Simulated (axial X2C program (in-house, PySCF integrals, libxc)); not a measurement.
## NaRu⁺: from the spin-free to the two-component result

Computed with an in-house relativistic program for diatomic molecules. Spin-free means the one-electron spin-free X2C Hamiltonian; two-component (2c) means X2C with spin–orbit coupling and atomic mean-field two-electron Coulomb and Gaunt terms, so the difference of the two also holds small scalar two-electron terms. Basis: Ru dyall-cv3z [12s12p8d5f3g], Na dyall-cv3z [9s8p5d2f] (cores contracted in-house); Gaussian nuclei, density fitting, unrestricted open shells. Masses: Ru 101.904 u, Na 22.990 u.

Spin-free state: M_S = 2, Λ = 2 (beyond evenly filled blocks: σα, π+α, π-α, δ+α, δ+β, δ-α); fragments Ru + Na+.

```csv
level,Re (Å),ωe (cm⁻¹),De (eV),μ (D)
PBE0,3.144,128.7,0.629,7.92
HF,3.314,111.0,0.629,7.79
MP2,3.194,122.0,0.468,n/a
CCSD,3.215,121.1,0.526,n/a
CCSD(T),3.208,122.7,0.517,n/a
PBE,3.142,130.7,0.607,7.91
```

Correlated methods: 8 electrons correlated (number of frozen shells: Ru 4 s, 3 p, 1 d; Na 2 s, 1 p), 314 virtual spin orbitals or spinors in MP2, 90 natural virtuals in coupled cluster.

Dipoles are positive if Na is the positive end and refer to the centre of mass.

Two-component determinant lowest at the distance of the search:

Ω = 4 (⟨Sz⟩ = 1.98, ⟨Lz⟩ = 2.02 at HF); fragments Ru + Na+.

| level | Re (Å) | ωe (cm⁻¹) | μ (D) |
| --- | --- | --- | --- |
| PBE0 | 3.143 | 128.8 | 7.91 |
| HF | 3.314 | 110.9 | 7.78 |
| MP2 | 3.194 | 122.1 | n/a |
| CCSD | 3.216 | 119.2 | n/a |
| CCSD(T) | 3.209 | 121.3 | n/a |
| PBE | 3.142 | 130.8 | 7.90 |

**Question.** From the two tables, how do the constants change at the CCSD(T) level (2c against spin-free)?

**Answer.** At the CCSD(T) level Re rises by 0.001 Å and ωe drops by 1.4 cm⁻¹.

The state is a single determinant with fixed occupations, the lowest that a limited PBE0 search found. De is counted from the lowest determinant-based energies of the atoms at the same level, without counterpoise correction. De is not given where an atomic determinant may have missed its ground term or J level, or where the truncated virtual space spoils (T). Density functionals use the spin component along the axis (collinear). Coupled cluster ran in a truncated set of natural virtual spinors; the MP2 energy of the rest was added. (T) has no such correction and the atoms are truncated less, which lowers De at CCSD(T) by a hundredth of an eV or more. PBE0 can misorder states that lie within some tenths of an eV, so this need not be the ground state of the molecule. The nearest other spin-free determinant of the search, M_S = 2, Λ = 0, lies 0.03 eV up at the distance of the search. Without a current term, density functionals place determinants with orbital angular momentum somewhat too high. The atomic limit has a lower orbital projection than the molecule and lies lower at mean-field level, so De may be about a tenth of an eV too small. With several unpaired electrons one determinant need not be a pure state. Open-shell Ω = 0 determinants with evenly filled partner blocks cannot be reached by this program, so the Ω shown need not be the lowest component. With the outer-core shells frozen, correlated bond lengths of heavy atoms tend to come out a few hundredths of an ångström too long.
